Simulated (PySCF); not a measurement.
Method: M06-2X/def2-TZVP // B3LYP-D3(BJ)/def2-TZVP run with PySCF 2.14.0. Isolated molecules, 0 K electronic values unless said otherwise. 

Reference species (SMILES): `NBN` (neutral, multiplicity 1).

```json
{
 "dipole_moment": "1.27 D"
}
```

Changed species: `B(N)(N)N` (whole molecule; the reference has whole molecule).

What does the change do to the dipole moment?

the dipole moment drops by 1.25 D, to 0.02 D.
